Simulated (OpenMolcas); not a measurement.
## Rh²⁺: effect of the active space

- Program: OpenMolcas
- Method: CASSCF
- Basis: ANO-R3
- Scalar Hamiltonian: X2C, finite nucleus
- Spin-orbit coupling: RASSI with atomic mean-field integrals over the reference wave functions, term energies averaged over their components

A. 7 electrons in 5 orbitals (4d); 2S+1 = 4 even, 10 roots; 2S+1 = 2 even, 40 roots; cost of the order of 17 core-seconds
B. 7 electrons in 6 orbitals (4d 5s); 2S+1 = 4 even, 60 roots; 2S+1 = 6 even, 5 roots kept (CI in the orbitals of an earlier block); 2S+1 = 2 even, 110 roots kept (CI in the orbitals of an earlier block); cost of the order of 110 core-seconds

Energies in cm-1 above 4d7 4F 9/2, the measured ground level; measured values from the list in Shadmi, J. Res. Natl. Bur. Stand. 70A, 435 (1966).

| Level | A | B | Measured |
| --- | --- | --- | --- |
| 4d7 4F 9/2 | 0.0 | 0.0 | 0.0 |
| 4d7 4F 7/2 | 2105 | 2217 | 2148 |
| 4d7 4F 5/2 | 3491 | 3666 | 3486 |
| 4d7 4F 3/2 | 4383 | 4594 | 4322 |
| 4d7 4P 5/2 | 14975 | 14864 | 11062 |
| 4d7 4P 3/2 | 15035 | 14991 | 10997 |
| 4d7 2G 9/2 | 15519 | 15896 |  |
| 4d7 4P 1/2 | 16430 | 16432 |  |
| 4d7 2G 7/2 | 17627 | 18071 |  |
| 4d7 2P 3/2 [55 %] | 20380 | 20669 |  |
| 4d7 2H 11/2 | 20572 | 21316 |  |
| 4d7 2D 5/2(1) | 22499 | 22725 |  |
| 4d7 2P 1/2 | 22524 | 23072 |  |
| 4d7 2H 9/2 | 22649 | 23482 |  |
| 4d7 2D 3/2(1) [69 %] | 26033 | 26445 |  |
| 4d7 2F 5/2 | 34203 | 34627 |  |
| 4d7 2F 7/2 | 35208 | 35664 |  |
| 4d7 2D 3/2(2) | 53329 | 54361 |  |
| 4d7 2D 5/2(2) | 54347 | 55327 |  |

Deviations, from unrounded energies. A percentage is the sum of absolute deviations over the sum of measured energies, with the sign that they share, or ± where signs differ.

```csv
Against measurement,Levels,A,B
mean absolute deviation (cm-1),5,1600,1700
fine structure of the ground term (%),3,±1.1,+5.2
other terms of the ground configuration (%),2,+36.0,+35.3
```

A, B lie about equally close to measurement. The largest miss of A in the table is 4d7 4P 3/2, by +4000 cm-1. The ranking rests on the paired levels alone, and a cruder setting can come out closer through cancelling errors.

Between A and B the level of the table that moves most is 4d7 2D 3/2(2), by 1000 cm-1 (lowest in A, highest in B).

Without dynamic correlation excited terms often stand tens of per cent too high (terms of higher spin than the ground term too low), and those without a measured partner can miss by more than the paired ones. Levels of configurations with an s electron are missing; early in the row they begin among the upper levels of the d shell and mix with terms of their name (holds for A). Terms from blocks run as CI alone lack orbitals of their own (holds for B). Measured partners are found by configuration, term and J. A level has none where our copy of the source lacks it or the pairing is in doubt (some pairs that miss far off the trend of their configuration count as doubtful), and it then counts in no deviation. Only configurations of the active space appear. Levels that lie high or do not pair safely by name in every column are left out.

A share in square brackets marks a mixed level and gives the weight of the term that names it, the lowest over the columns. A number in round brackets counts repeated terms of one configuration in the order of the reference energies.
